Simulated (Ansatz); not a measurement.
The cluster Ga₃P₂. Total charge 0; doublet. Geometry PBE0-D4/def2-SVP; atoms count from 1.

```xyz
5

Ga   -2.447   -0.731   -0.768
Ga    2.092   -0.726   -0.046
Ga    1.039    1.666    1.029
P    -0.402    0.767   -0.742
P    -0.281   -0.976    0.526
```

Another isomer (doublet) lies 0.15 eV lower at PBE0-D4/def2-TZVP; other spin states weren't run for this one.

Q: Estimate the Mulliken populations from the PBE0/def2-TZVP orbitals of Ansatz.

A: 
```csv
atom,charge (e),spin (α − β)
Ga1,0.21,-0.04
Ga2,0.18,0.15
Ga3,0.18,0.15
P4,-0.29,0.37
P5,-0.29,0.37
```
Mulliken values and Mayer orders depend strongly on the basis.

Q: Where does the spin sit?

A: Summed by element: Ga 0.27, P 0.73, of 1 unpaired in all. Largest on single atoms: P4 0.37, P5 0.37, Ga3 0.15.

Q: And the Mayer bond orders between bonded heavy atoms (over 0.3)?

A: Ga1–P4 0.59 (2.53 Å); Ga1–P5 0.59 (2.53 Å); Ga2–Ga3 0.33 (2.83 Å); Ga2–P5 0.78 (2.45 Å); Ga3–P4 0.78 (2.45 Å); P4–P5 1.34 (2.16 Å). Values over 0.3 also appear between atoms too far apart for a bond (Ga2–P4 0.34 at 2.99 Å; Ga3–P5 0.34 at 3.00 Å); they arise where an orbital or an unpaired electron spreads over both atoms.
